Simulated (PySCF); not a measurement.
Species: C3H7FSi.
SMILES with atom numbers: `[F:1][C:2]1([SiH3:3])[CH2:4][CH2:5]1` (hydrogens: H6, H7, H8 on Si3; H9, H10 on C4; H11, H12 on C5)

Jobs on this species (12 atoms, 48 electrons) with PySCF (density fitting). Hardware of each: Arm Neoverse V1, one thread, no GPU, shared host. Times come from a shared host and carry two figures at best. Peak memory is the resident size of the whole Python process, interpreter and libraries included.

| level and settings | work | basis functions | SCF cycles | wall time | peak memory |
| --- | --- | --- | --- | --- | --- |
| delta-SCF UKS SCAN, def2-TZVP on the ionised atom, pcseg-1 elsewhere, spin-free X2C | ΔSCF core ionisation, 5 holes | 128 | ? | ? | ? |
| delta-SCF UKS B3LYP, pcX-2 on the ionised atom, pcseg-1 elsewhere, spin-free X2C | ΔSCF core ionisation, 5 holes | 151 | ? | ? | ? |
| delta-SCF UKS SCAN, pcX-2 on the ionised atom, pcseg-1 elsewhere, non-relativistic | ΔSCF core ionisation, 5 holes | 151 | ? | ? | ? |
| delta-SCF UKS PBE0, pcX-2 on the ionised atom, pcseg-1 elsewhere, spin-free X2C | ΔSCF core ionisation, 5 holes | 151 | 66 | 31 s | 0.56 GiB |
| delta-SCF UKS PBE, pcX-2 on the ionised atom, pcseg-1 elsewhere, spin-free X2C | ΔSCF core ionisation, 5 holes | 151 | 73 | 18 s | 0.56 GiB |
| delta-SCF UKS SCAN, pcX-1 on the ionised atom, pcseg-1 elsewhere, spin-free X2C | ΔSCF core ionisation, 5 holes | 131 | 74 | 25 s | 0.56 GiB |
| delta-SCF UKS HF, pcX-2 on the ionised atom, pcseg-1 elsewhere, spin-free X2C | ΔSCF core ionisation, 5 holes | 151 | 68 | 18 s | 0.56 GiB |
| PBE0-D3(BJ)/def2-SVP, grid level 1 | geometry optimisation from a GFN2-xTB start shaken at random | 109 | 25 | 17 s | 0.46 GiB |
| delta-SCF UKS SCAN, pcX-2 on the ionised atom, pcseg-1 elsewhere, spin-free X2C | ΔSCF core ionisation, 5 holes | 151 | 74 | 30 s | 0.54 GiB |

Fill in the missing figures.

- delta-SCF UKS SCAN, def2-TZVP on the ionised atom, pcseg-1 elsewhere, spin-free X2C; ΔSCF core ionisation, 5 holes: 28 s, 0.56 GiB, 73 SCF cycles
- delta-SCF UKS B3LYP, pcX-2 on the ionised atom, pcseg-1 elsewhere, spin-free X2C; ΔSCF core ionisation, 5 holes: 33 s, 0.56 GiB, 68 SCF cycles
- delta-SCF UKS SCAN, pcX-2 on the ionised atom, pcseg-1 elsewhere, non-relativistic; ΔSCF core ionisation, 5 holes: 29 s, 0.56 GiB, 74 SCF cycles

What do all jobs in the table cost together?

About 3.8 min; the longest takes about 14 % of that, and about 1.9 times as long as the shortest.
